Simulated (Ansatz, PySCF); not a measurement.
Another site gives an ion 66859.79 eV lower (`O[SiH2]Br`) at the level CAM-B3LYP-D3(BJ)/def2-TZVPD (PySCF).

A geometry relaxed with CAM-B3LYP-D3(BJ)/def2-TZVPD (Ansatz, an electronic-structure program), charge 0, multiplicity 1:

```xyz
13

C     -0.9808    -0.8648    -0.6420
H      0.9056     1.6241    -0.9374
H      2.6993    -0.6765    -0.7060
H     -1.6915     1.1810    -0.1928
H     -0.6713    -0.5841    -1.6406
C     -1.5884     0.1852     0.2184
C     -0.1999    -0.3197     0.5312
H     -2.3860    -0.1002     0.8893
H     -1.3623    -1.8730    -0.5643
H     -0.1378    -0.9827     1.3865
H      1.5156     1.6528     1.4105
Si     1.2442     0.7899     0.2447
O      2.6533    -0.0321     0.0026
```

Task: Write the SMILES of this molecule.

Result: `O[SiH2]C1CC1`
